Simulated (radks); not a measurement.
The numbers below are computed, except where a source is named.
Excited configurations of S II: one electron is placed in a higher orbital outside [Ne] 3s2 3p2. The ground configuration is [Ne] 3s2 3p3. Level of theory: Dirac Kohn-Sham, PBE, spin-unpolarised, spherical densities, finite nucleus; open shells are shared between the two j in proportion to 2j + 1; Fermi nuclear charge, rms radius 3.2611 fm (a radial shooting solver on a logarithmic mesh with Libxc functionals). Excitation = E - E(ground); binding = E(ion) - E, where the ion is the core of charge +2; n* = 2/sqrt(2 binding) in atomic units, and the quantum defect is n - n*. Eigenvalue and <r> are those of j = l + 1/2.

| outer orbital | excitation (eV) | binding (eV) | n* | quantum defect | eigenvalue (eV) | <r> (bohr) |
|---|---|---|---|---|---|---|
| 3d | 13.236 | 9.048 | 2.453 | 0.547 | -5.455 | 3.061 |
| 4s | 12.685 | 9.598 | 2.381 | 1.619 | -7.371 | 4.416 |
| 4f | 18.777 | 3.507 | 3.939 | 0.061 | -2.488 | 8.670 |
| 5p | 18.175 | 4.109 | 3.639 | 1.361 | -3.214 | 9.891 |
| 5d | 19.354 | 2.930 | 4.310 | 0.690 | -2.275 | 13.01 |
| 5f | 19.915 | 2.369 | 4.793 | 0.207 | -1.794 | 14.77 |
| 6s | 19.284 | 2.999 | 4.260 | 1.740 | -2.416 | 14.15 |
| 6f | 20.592 | 1.692 | 5.671 | 0.329 | -1.327 | 22.22 |
| 7s | 20.266 | 2.018 | 5.193 | 1.807 | -1.646 | 21.12 |
| 7d | 20.838 | 1.445 | 6.136 | 0.864 | -1.171 | 28.25 |
| 7f | 21.023 | 1.261 | 6.569 | 0.431 | -1.012 | 31.10 |

Estimate the row for 4p.

Answer. excitation (eV) 14.866; binding (eV) 7.418; n* 2.709; quantum defect 1.291; eigenvalue (eV) -5.616; <r> (bohr) 5.265. The Delta-SCF ionisation energy is 22.284 eV (NIST Atomic Spectra Database: 23.338 eV, measured). Self-interaction in the functional shifts the binding energies and quantum defects, so they are the method's values and not measured ones. Spin polarisation and multiplet splitting are left out, so open shells lie too high by an amount that depends on their filling.

Beside tabulated values, note that spin-unpolarised runs miss the spin-polarisation part of the exchange energy of open shells.
